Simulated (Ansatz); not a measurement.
Steps of a relaxation of `[CH3][Zn][CH]=S` with RKS PBE0-D4/def2-TZVP.

```sh
$ ansatz run in.yaml --threads 4 --pin off --events-out ev --progress --plain --max-ram 10444MiB
```

```yaml
crystal:
  periodic: [false, false, false]
  atoms:
    - {symbol: C, position_ang: [-0.788260, 1.383500, 0.536770]}
    - {symbol: Zn, position_ang: [0.729170, 0.281250, -0.238980]}
    - {symbol: C, position_ang: [1.244760, -1.638940, -0.757930]}
    - {symbol: S, position_ang: [-0.013660, -2.595670, -0.399090]}
    - {symbol: H, position_ang: [-1.363720, 1.869080, -0.244820]}
    - {symbol: H, position_ang: [-0.470530, 2.146900, 1.237710]}
    - {symbol: H, position_ang: [-1.444790, 0.693530, 1.060370]}
    - {symbol: H, position_ang: [2.107020, -2.139670, -1.194040]}
basis:
  gaussian: {orbitals: def2-TZVP}
hamiltonian: {xc: pbe0, dispersion: d4}
relax: {f_tol: 0.005, max_steps: 150}
```

Positions (Å) and forces (eV/Å) along the path, 10 of 10 steps:

```xyz
8
step=1 energy=-61380.9855 eV
C    -0.788    1.383    0.537    0.810   -0.175   -0.328
Zn    0.729    0.281   -0.239   -0.962   -0.793    0.247
C     1.245   -1.639   -0.758   -0.261    0.586    0.203
S    -0.014   -2.596   -0.399    0.039    0.202    0.017
H    -1.364    1.869   -0.245   -0.043    0.052   -0.244
H    -0.471    2.147    1.238    0.179    0.143    0.132
H    -1.445    0.694    1.060   -0.008   -0.234    0.037
H     2.107   -2.140   -1.194    0.246    0.218   -0.063
8
step=2 energy=-61381.1821 eV
C    -0.788    1.405    0.540    0.583   -0.223   -0.231
Zn    0.578    0.168   -0.199   -0.458   -0.393    0.109
C     1.232   -1.642   -0.754   -0.050    0.357    0.086
S     0.030   -2.685   -0.433    0.071    0.087   -0.017
H    -1.336    1.898   -0.263   -0.019   -0.004   -0.019
H    -0.400    2.164    1.221    0.031   -0.069   -0.033
H    -1.466    0.743    1.081   -0.095    0.063    0.051
H     2.149   -2.051   -1.193   -0.063    0.183    0.054
8
step=3 energy=-61381.2855 eV
C    -0.779    1.386    0.534   -0.086   -0.045    0.178
Zn    0.431    0.050   -0.160   -0.142    0.003    0.091
C     1.213   -1.623   -0.733    0.145   -0.286   -0.182
S     0.081   -2.766   -0.471    0.231    0.129   -0.054
H    -1.291    1.904   -0.281   -0.003    0.010    0.039
H    -0.291    2.132    1.172   -0.093   -0.148   -0.090
H    -1.533    0.838    1.124    0.197    0.276   -0.129
H     2.171   -1.923   -1.185   -0.248    0.061    0.147
8
step=4 energy=-61381.3075 eV
C    -0.801    1.392    0.541   -0.209    0.078    0.191
Zn    0.271   -0.061   -0.114    0.249   -0.114   -0.273
C     1.204   -1.643   -0.777    0.022    0.238    0.308
S     0.197   -2.887   -0.528   -0.135   -0.247   -0.046
H    -1.267    1.946   -0.277    0.041   -0.023   -0.027
H    -0.206    2.095    1.129    0.004   -0.025   -0.024
H    -1.604    1.012    1.182    0.056    0.037   -0.030
H     2.206   -1.854   -1.156   -0.028    0.056   -0.099
8
step=5 energy=-61381.3149 eV
C    -0.798    1.395    0.545    0.080    0.055   -0.106
Zn    0.288   -0.045   -0.143   -0.140   -0.007    0.145
C     1.164   -1.669   -0.731    0.151    0.384   -0.060
S     0.223   -2.966   -0.546   -0.052   -0.262   -0.008
H    -1.244    1.946   -0.286   -0.032    0.060    0.025
H    -0.195    2.088    1.134   -0.001    0.049    0.010
H    -1.602    1.018    1.177   -0.043   -0.052    0.029
H     2.166   -1.767   -1.151    0.037   -0.227   -0.036
8
step=6 energy=-61381.3087 eV rejected
C    -0.809    1.400    0.547   -0.171    0.065    0.081
Zn    0.238   -0.095   -0.084    0.224   -0.057    0.035
C     1.208   -1.675   -0.699   -0.153    0.271   -0.276
S     0.250   -2.976   -0.572    0.013   -0.162    0.058
H    -1.234    1.960   -0.291    0.024   -0.026    0.002
H    -0.185    2.089    1.124   -0.008   -0.046   -0.023
H    -1.639    1.079    1.186    0.112   -0.005   -0.069
H     2.171   -1.781   -1.212   -0.042   -0.040    0.192
8
step=7 energy=-61381.3258 eV
C    -0.803    1.408    0.545    0.042   -0.022   -0.040
Zn    0.263   -0.062   -0.124   -0.052    0.068    0.045
C     1.168   -1.667   -0.734    0.131    0.080   -0.044
S     0.257   -2.993   -0.562   -0.104   -0.144    0.020
H    -1.249    1.969   -0.280   -0.004    0.002    0.005
H    -0.193    2.097    1.133    0.002    0.005    0.003
H    -1.610    1.038    1.180   -0.018   -0.004    0.012
H     2.168   -1.790   -1.158    0.003    0.015   -0.001
8
step=8 energy=-61381.3263 eV
C    -0.803    1.410    0.545    0.006   -0.013   -0.005
Zn    0.258   -0.067   -0.117   -0.028    0.030    0.020
C     1.168   -1.670   -0.734   -0.096   -0.064    0.029
S     0.263   -3.009   -0.568    0.050    0.070   -0.010
H    -1.247    1.970   -0.281    0.005   -0.004    0.001
H    -0.192    2.100    1.132    0.002   -0.005   -0.005
H    -1.613    1.048    1.182    0.007   -0.002   -0.005
H     2.167   -1.782   -1.159    0.054   -0.012   -0.024
8
step=9 energy=-61381.3266 eV
C    -0.803    1.410    0.545    0.000   -0.003   -0.001
Zn    0.254   -0.068   -0.114   -0.008    0.011    0.005
C     1.166   -1.671   -0.733   -0.001   -0.002    0.001
S     0.265   -3.009   -0.571   -0.001   -0.002   -0.001
H    -1.247    1.969   -0.282    0.002   -0.001   -0.002
H    -0.189    2.099    1.130    0.002    0.000   -0.001
H    -1.614    1.050    1.184    0.001   -0.003    0.000
H     2.167   -1.780   -1.158    0.004    0.000   -0.002
8
step=10 energy=-61381.3266 eV
C    -0.803    1.410    0.545    0.002   -0.002   -0.001
Zn    0.254   -0.068   -0.113   -0.001    0.001    0.001
C     1.166   -1.671   -0.733    0.001   -0.001   -0.001
S     0.265   -3.010   -0.573   -0.001    0.000    0.000
H    -1.247    1.968   -0.282   -0.001    0.001   -0.002
H    -0.189    2.100    1.129    0.001    0.001    0.001
H    -1.613    1.051    1.185   -0.002   -0.001    0.002
H     2.167   -1.780   -1.157    0.000    0.001    0.000
```

Run time 15 s (4 threads of an Intel Xeon 6975P-C on a shared host); peak host memory 0.48 GiB.
